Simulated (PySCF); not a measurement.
Species: C3H10B2.
Atom-mapped SMILES: `[BH2:1][CH2:2][BH:3][CH2:4][CH3:5]` (hydrogens: H6, H7 on B1; H8, H9 on C2; H10 on B3; H11, H12 on C4; H13, H14, H15 on C5)

Computed, not measured: PySCF 2.14.0, PBE0-D3(BJ)/def2-SVP geometry optimisation, gas phase.

Task: List the bond lengths, angles and torsions at this level.

Result: 
| bond | length (Å) | order |
| --- | --- | --- |
| B1–C2 | 1.549 | single |
| C2–B3 | 1.571 | single |
| B3–C4 | 1.564 | single |
| C4–C5 | 1.523 | single |
| B1–H6, B1–H7 | 1.211 | single |
| C2–H8 | 1.099 | single |
| C2–H9 | 1.109 | single |
| B3–H10 | 1.216 | single |
| C4–H11, C4–H12 | 1.109 | single |
| C5–H13, C5–H14, C5–H15 | 1.101 | single |

Bonds in one row agree within 0.01 Å and their mean is given. Orders are formal, as drawn. A selection of angles:
| angle | degrees |
| --- | --- |
| C2–B1–H6 | 121.3 |
| C2–B1–H7 | 120.3 |
| H6–B1–H7 | 118.3 |
| B1–C2–B3 | 107.5 |
| B1–C2–H8 | 114.5 |
| B1–C2–H9 | 106.4 |
| B3–C2–H8 | 112.8 |
| B3–C2–H9 | 102.5 |
| H8–C2–H9 | 112.2 |
| C2–B3–C4 | 121.9 |
| C2–B3–H10 | 118.1 |
| C4–B3–H10 | 119.9 |
| B3–C4–C5 | 117.8 |
| B3–C4–H11 | 109.8 |
| B3–C4–H12 | 102.9 |
| C5–C4–H11 | 111.7 |
| C5–C4–H12 | 110.3 |
| H11–C4–H12 | 103.0 |
| C4–C5–H13 | 112.4 |
| H13–C5–H14 | 107.2 |

Dihedral angles: B1–C2–B3–C4 -118° (anticlinal); C2–B3–C4–C5 168° (antiperiplanar). The mirror-image conformer, all signs reversed, is as good.

B3 (three-coordinate boron) is planar (angles 121.9°, 119.9° and 118.1°, sum 360.0°, 0.02 Å off the plane of its three neighbours). B1 (three-coordinate boron) is planar (angles 121.3°, 120.3° and 118.3°, sum 360.0°, 0.02 Å off the plane of its three neighbours). The B–C distances run from 1.549 Å (B1–C2, drawn single) to 1.571 Å (C2–B3, drawn single), a spread of 0.022 Å.

Point group: C1 (no symmetry element, even within 0.4 Å). PBE0-D3(BJ)/def2-SVP frequencies: not computed here. One conformer, not necessarily the lowest (H–B1–C2–B3 107° and -71°, B1–C2–B3–C4 -118°, C2–B3–C4–C5 168°).

The run took 55 s wall on one thread of an Arm Neoverse V1, shared host with 64 logical CPUs at a one-minute load of 18, and the process peaked at 0.50 GiB of memory. This is the geometry optimisation.
